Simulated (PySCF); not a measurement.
Broadened absorption spectrum of C6H8ClF

Compound: C6H8ClF.
Structure used (PBE0-D3(BJ)/def2-SVP), in Å, numbered top down from 1:
```xyz
16
C6H8ClF angstrom
F     -1.4412    2.2345    0.3123
C     -1.6328    0.8863    0.1218
C     -0.4197    0.1227    0.5868
C     -0.3455   -1.3914    0.2575
C      1.0942   -1.1906   -0.2795
C      0.8611    0.2939   -0.2016
C      1.4344    1.3617   -0.7473
Cl     2.8551    1.2384   -1.7255
H     -2.5316    0.5762    0.6834
H     -1.8090    0.7084   -0.9534
H     -0.2606    0.3181    1.6620
H     -1.0509   -1.6759   -0.5383
H     -0.4724   -2.0828    1.1015
H      1.3280   -1.5936   -1.2768
H      1.8736   -1.5367    0.4195
H      1.0479    2.3749   -0.6232
```

Computed, not measured: TDDFT wB97X-D/def2-SVPD, vertical, gas phase, core orbitals frozen in the response (PySCF).

Computed states:

```json
{"state": "S1", "E (eV)": "6.48", "f": "0.356"}
{"state": "S2", "E (eV)": "6.65", "f": "0.023"}
{"state": "S3", "E (eV)": "7.22", "f": "0.0051"}
{"state": "S4", "E (eV)": "7.36", "f": "0.0007"}
{"state": "S5", "E (eV)": "7.60", "f": "0.0020"}
{"state": "S6", "E (eV)": "7.72", "f": "0.0024"}
```

Each state is given a Gaussian of 0.5 eV full width at half maximum, with ε(max) = 2.175×10⁸ f / Δν̃ (Δν̃ the width in cm⁻¹). The width is an assumption, not a result. The curve ends short of the highest state used, and states not computed would add to its high-energy end.

(1) What does the envelope look like, and where are its maxima?

(2) Coming from long wavelengths, where does ε first pass 100 L mol⁻¹ cm⁻¹?

(3) On this curve, what absorbance would a 10⁻³ mol/L sample give at 193 nm over a 1 cm path?

Results:

(1) 
```csv
λ (nm),ε (L mol⁻¹ cm⁻¹)
174.2,590
175.4,809
176.6,1187
177.8,1789
179.0,2683
180.3,4041
181.5,5682
182.7,7674
183.9,9941
185.1,12350
186.3,14724
187.5,16862
188.7,18569
189.9,19686
191.1,20114
192.3,19831
193.6,18782
194.8,17255
196.0,15349
197.2,13236
198.4,11077
199.6,9005
200.8,7119
202.0,5479
203.2,4108
204.4,3004
205.7,2083
206.9,1450
208.1,987
209.3,658
210.5,429
211.7,275
212.9,172
214.1,106
215.3,64
216.5,38
```

Maxima: 191 nm (6.48 eV), ε about 20000, made up of S1 (95%) (ε in L mol⁻¹ cm⁻¹; maxima over ε = 5, shares over 10%).

(2) At about 214 nm (5.79 eV), 0.69 eV below S1.

(3) 193 nm is 6.424 eV, where ε is about 19000 L mol⁻¹ cm⁻¹, so A = ε c l ≈ 19 (Beer–Lambert, with the gas-phase spectrum and the assumed width).

The run took 77 s of wall time on one thread, x86-64 server (shared host).

One conformer stands for the species.
